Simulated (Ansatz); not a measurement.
SnH3(NEt2) (C4H13NSn). Charge 0, multiplicity 1. Geometry PBE0-D4/def2-SVP.

```xyz
19

Sn   -1.5114    0.5226    1.7307
H    -0.9767    1.9390    2.5324
H    -3.0867    0.6808    1.0781
H    -1.4726   -0.8122    2.8219
N    -0.2736    0.2961    0.1248
C     1.1487    0.4960    0.2955
C     1.8943   -0.6516    0.9710
C    -0.6711   -0.5511   -0.9814
C    -0.6301    0.1621   -2.3275
H     1.3147    1.4241    0.8725
H     1.6054    0.6910   -0.6934
H     1.5288   -0.8135    1.9986
H     1.7623   -1.5969    0.4210
H     2.9757   -0.4478    1.0288
H    -0.0506   -1.4707   -1.0344
H    -1.6999   -0.9140   -0.8115
H    -1.3051    1.0317   -2.3223
H     0.3822    0.5276   -2.5610
H    -0.9342   -0.5130   -3.1436
```

In the def2 sets Sn takes a core potential; there is no spin–orbit coupling.

Estimate the orbital energies around the gap (eV) in Ansatz with PBE-D4/def2-SVP, PBE-D4/def2-TZVP, revPBE-D4/def2-TZVP, PBE0-D4/def2-SVP, PBE0-D4/def2-TZVP.


```json
{"orbital": "HOMO−13", "PBE-D4/def2-SVP": "-12.71", "PBE-D4/def2-TZVP": "-12.80", "revPBE-D4/def2-TZVP": "-12.74", "PBE0-D4/def2-SVP": "-14.46", "PBE0-D4/def2-TZVP": "-14.51"}
{"orbital": "HOMO−12", "PBE-D4/def2-SVP": "-11.38", "PBE-D4/def2-TZVP": "-11.46", "revPBE-D4/def2-TZVP": "-11.40", "PBE0-D4/def2-SVP": "-13.08", "PBE0-D4/def2-TZVP": "-13.11"}
{"orbital": "HOMO−11", "PBE-D4/def2-SVP": "-11.18", "PBE-D4/def2-TZVP": "-11.27", "revPBE-D4/def2-TZVP": "-11.21", "PBE0-D4/def2-SVP": "-12.83", "PBE0-D4/def2-TZVP": "-12.88"}
{"orbital": "HOMO−10", "PBE-D4/def2-SVP": "-10.12", "PBE-D4/def2-TZVP": "-10.21", "revPBE-D4/def2-TZVP": "-10.17", "PBE0-D4/def2-SVP": "-11.75", "PBE0-D4/def2-TZVP": "-11.80"}
{"orbital": "HOMO−9", "PBE-D4/def2-SVP": "-9.79", "PBE-D4/def2-TZVP": "-9.86", "revPBE-D4/def2-TZVP": "-9.80", "PBE0-D4/def2-SVP": "-11.37", "PBE0-D4/def2-TZVP": "-11.39"}
{"orbital": "HOMO−8", "PBE-D4/def2-SVP": "-9.63", "PBE-D4/def2-TZVP": "-9.72", "revPBE-D4/def2-TZVP": "-9.68", "PBE0-D4/def2-SVP": "-11.20", "PBE0-D4/def2-TZVP": "-11.26"}
{"orbital": "HOMO−7", "PBE-D4/def2-SVP": "-8.84", "PBE-D4/def2-TZVP": "-8.92", "revPBE-D4/def2-TZVP": "-8.88", "PBE0-D4/def2-SVP": "-10.34", "PBE0-D4/def2-TZVP": "-10.38"}
{"orbital": "HOMO−6", "PBE-D4/def2-SVP": "-8.61", "PBE-D4/def2-TZVP": "-8.69", "revPBE-D4/def2-TZVP": "-8.66", "PBE0-D4/def2-SVP": "-10.09", "PBE0-D4/def2-TZVP": "-10.13"}
{"orbital": "HOMO−5", "PBE-D4/def2-SVP": "-8.52", "PBE-D4/def2-TZVP": "-8.60", "revPBE-D4/def2-TZVP": "-8.56", "PBE0-D4/def2-SVP": "-10.00", "PBE0-D4/def2-TZVP": "-10.03"}
{"orbital": "HOMO−4", "PBE-D4/def2-SVP": "-8.05", "PBE-D4/def2-TZVP": "-8.13", "revPBE-D4/def2-TZVP": "-8.09", "PBE0-D4/def2-SVP": "-9.46", "PBE0-D4/def2-TZVP": "-9.50"}
{"orbital": "HOMO−3", "PBE-D4/def2-SVP": "-7.75", "PBE-D4/def2-TZVP": "-7.83", "revPBE-D4/def2-TZVP": "-7.79", "PBE0-D4/def2-SVP": "-9.04", "PBE0-D4/def2-TZVP": "-9.09"}
{"orbital": "HOMO−2", "PBE-D4/def2-SVP": "-7.68", "PBE-D4/def2-TZVP": "-7.76", "revPBE-D4/def2-TZVP": "-7.72", "PBE0-D4/def2-SVP": "-8.98", "PBE0-D4/def2-TZVP": "-9.02"}
{"orbital": "HOMO−1", "PBE-D4/def2-SVP": "-7.13", "PBE-D4/def2-TZVP": "-7.19", "revPBE-D4/def2-TZVP": "-7.15", "PBE0-D4/def2-SVP": "-8.43", "PBE0-D4/def2-TZVP": "-8.45"}
{"orbital": "HOMO", "PBE-D4/def2-SVP": "-4.47", "PBE-D4/def2-TZVP": "-4.62", "revPBE-D4/def2-TZVP": "-4.56", "PBE0-D4/def2-SVP": "-5.79", "PBE0-D4/def2-TZVP": "-5.88"}
{"orbital": "LUMO", "PBE-D4/def2-SVP": "-0.47", "PBE-D4/def2-TZVP": "-0.76", "revPBE-D4/def2-TZVP": "-0.66", "PBE0-D4/def2-SVP": "0.35", "PBE0-D4/def2-TZVP": "0.04"}
{"orbital": "LUMO+1", "PBE-D4/def2-SVP": "0.00", "PBE-D4/def2-TZVP": "-0.38", "revPBE-D4/def2-TZVP": "-0.29", "PBE0-D4/def2-SVP": "0.99", "PBE0-D4/def2-TZVP": "0.52"}
{"orbital": "LUMO+2", "PBE-D4/def2-SVP": "0.57", "PBE-D4/def2-TZVP": "0.27", "revPBE-D4/def2-TZVP": "0.38", "PBE0-D4/def2-SVP": "1.38", "PBE0-D4/def2-TZVP": "1.03"}
{"orbital": "LUMO+3", "PBE-D4/def2-SVP": "0.84", "PBE-D4/def2-TZVP": "0.46", "revPBE-D4/def2-TZVP": "0.55", "PBE0-D4/def2-SVP": "1.63", "PBE0-D4/def2-TZVP": "1.17"}
{"orbital": "LUMO+4", "PBE-D4/def2-SVP": "1.18", "PBE-D4/def2-TZVP": "0.71", "revPBE-D4/def2-TZVP": "0.80", "PBE0-D4/def2-SVP": "2.06", "PBE0-D4/def2-TZVP": "1.52"}
{"orbital": "LUMO+5", "PBE-D4/def2-SVP": "1.90", "PBE-D4/def2-TZVP": "1.21", "revPBE-D4/def2-TZVP": "1.28", "PBE0-D4/def2-SVP": "2.80", "PBE0-D4/def2-TZVP": "2.03"}
```
